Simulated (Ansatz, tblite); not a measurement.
Spin states of Sn3S3, each relaxed with r2SCAN-D4/def2-SVP in Ansatz. Electronic energies in the gas phase.

In the def2 sets Sn takes a core potential; there is no spin–orbit coupling. The xTB rows come from tblite. LC-ωPBE has ω = 0.4 bohr⁻¹. Correlated methods freeze 27 core orbitals; core or outer-core shells of Sn are correlated, in sets that lack core-valence functions. The rows differ in basis, and correlated rows in double-zeta sets carry the largest basis error. In CCSD on the charge 0 quintet the largest single amplitude is 0.65, so its Hartree–Fock determinant may place the open shell otherwise than the density functionals do. The structure comes from a short search, and lower isomers may exist.

Singlet geometry (C2v within 0.1 Å):

```csv
atom,x (Å),y (Å),z (Å)
Sn1,0.431,-1.665,-0.390
Sn2,0.999,0.839,2.197
Sn3,-0.989,1.197,-0.836
S4,1.665,0.793,-0.207
S5,-1.091,-0.313,1.468
S6,-1.015,-0.851,-2.232
```

Triplet geometry (C2v within 0.1 Å):

Cartesian coordinates in Å:
```
Sn -0.374 -0.278 -1.593
Sn 2.519 0.755 0.289
Sn -0.778 -0.067 1.462
S 0.073 1.815 -0.117
S 1.023 -1.488 0.237
S -2.462 -0.737 -0.277
```

Quintet geometry:

```xyz
6

Sn    1.638    0.806    1.441
Sn    0.585   -1.226   -2.144
Sn   -1.425   -0.564    0.249
S     0.896   -1.553    0.509
S    -0.779    1.006   -1.578
S    -0.915    1.530    1.524
```

⟨S²⟩: triplet 2.02 at PBE0-D4/def2-TZVP (pure 2.00), quintet 6.02 at PBE0-D4/def2-TZVP (pure 6.00).

Run but left out: HF/STO-3G, HF/def2-SVP, HF/def2-TZVP, MP2/def2-SVP, MP2/def2-TZVP (quintet: a determinant that CCSD turns far, T1 0.069).

Only these spin states were relaxed. The quintet has other bonds than the singlet, so the gap mixes isomer and spin.

```
              level  triplet − singlet (kcal/mol)  quintet − singlet (kcal/mol)  lowest of these                     remarks
           GFN1-xTB                          55.0                         147.0          singlet                           –
           GFN2-xTB                          49.8                         117.8          singlet                           –
   PBE-D4/def2-TZVP                          33.6                          94.6          singlet                           –
r2SCAN-D4/def2-TZVP                          31.4                          93.2          singlet                           –
  PBE0-D4/def2-TZVP                          33.0                          97.4          singlet                           –
  LC-ωPBE/def2-TZVP                          33.7                         103.1          singlet                           –
      CCSD/def2-SVP                          33.0                          98.1          singlet  large T1 (0.069) (quintet)
   CCSD(T)/def2-SVP                          32.8                          97.5          singlet  large T1 (0.069) (quintet)
```

Change of the quintet − singlet gap on mixing in exact exchange, in kcal/mol: PBE to PBE0 (25 % exact exchange) 2.8.

The xTB methods have no term that favours high spin, so they put low spin too low.
